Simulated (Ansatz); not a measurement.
Ge₆⁺. The state is a doublet with charge 1. Geometry PBE-D4/def2-SVP.

```xyz
6

Ge   -0.350   -1.270   -1.421
Ge    1.526    0.016   -0.346
Ge    0.019    1.869   -1.234
Ge    0.344    0.800    1.732
Ge   -1.524    0.346    0.109
Ge   -0.016   -1.761    1.160
```

The structure comes from a short search, and lower isomers may exist.

Task: Estimate the α-spin orbital energies around the gap (eV) in Ansatz with PBE-D4/def2-SVP, revPBE-D4/def2-SVP, r2SCAN-D4/def2-SVP, PBE0-D4/def2-SVP.

Result: 
| orbital | PBE-D4/def2-SVP | revPBE-D4/def2-SVP | r2SCAN-D4/def2-SVP | PBE0-D4/def2-SVP |
| --- | --- | --- | --- | --- |
| HOMO−5 | -11.15 | -11.09 | -11.48 | -11.98 |
| HOMO−4 | -11.01 | -10.95 | -11.32 | -11.89 |
| HOMO−3 | -10.94 | -10.88 | -11.24 | -11.76 |
| HOMO−2 | -10.93 | -10.87 | -11.22 | -11.74 |
| HOMO−1 | -10.16 | -10.10 | -10.43 | -10.96 |
| HOMO | -9.88 | -9.84 | -10.29 | -10.81 |
| LUMO | -8.25 | -8.17 | -8.33 | -7.68 |
| LUMO+1 | -7.57 | -7.48 | -7.60 | -6.93 |
| LUMO+2 | -7.39 | -7.32 | -7.41 | -6.77 |
| LUMO+3 | -7.31 | -7.24 | -7.33 | -6.75 |
| LUMO+4 | -5.69 | -5.59 | -5.50 | -4.95 |
| LUMO+5 | -5.43 | -5.34 | -5.27 | -4.73 |
| β HOMO | -10.11 | -10.05 | -10.39 | -10.91 |
| β LUMO | -9.20 | -9.11 | -9.14 | -8.58 |
